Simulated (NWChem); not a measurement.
**Basis-set dependence for HSb**

```xyz
2

Sb     0.0000     0.0000     0.0332
H      0.0000     0.0000    -1.6917
```
Charge 0, spin multiplicity 3.

The numbers come from NWChem runs, not from measurements. All single points use one geometry, from UPBE0/def2-SVP with def2 effective core potentials on Sb, a minimum by its harmonic frequencies.

Hartree-Fock energies in Ha, correlation energies in mHa.

Effective core potentials replace the inner electrons of Sb; spin-orbit coupling is left out. The correlated methods keep 4 core orbitals frozen. This spin state was chosen for the runs; another may lie lower. The structure started from a generated list of species. The unpaired electrons of the parent sit in orbitals of symmetry b1 and b2 (C2v labels of the run); other states weren't searched. No SCF solution was tested for a lower state. Open-shell Hartree-Fock references start from PBE0 orbitals. Coupled-cluster values serve here as a point of comparison, not as the truth.

| basis | functions | UHF | UMP2 | SCS-UMP2 | CCSD on ROHF | CCSD[T] on ROHF | CCSD(T) on ROHF | CCSD on UHF | CCSD[T] on UHF | CCSD(T) on UHF |
|---|---|---|---|---|---|---|---|---|---|---|
| def2-SVP | 31 | -239.82972 | -85.1 | -83.9 | -108.4 | -110.8 | -110.8 | -103.4 | -105.7 | -105.6 |
| def2-TZVP | 56 | -239.83662 | -305.0 | -273.9 | -313.1 | -321.0 | -320.6 | -307.6 | -315.2 | -314.7 |
| def2-QZVP | 112 | -239.83814 | -544.5 | -481.1 | not run | not run | not run | not run | not run | not run |

From def2-TZVP to def2-QZVP the Hartree-Fock energy moves by -1.5 mHa and the UMP2 correlation energy by -239.5 mHa, which is 44 % of its value in the larger set.
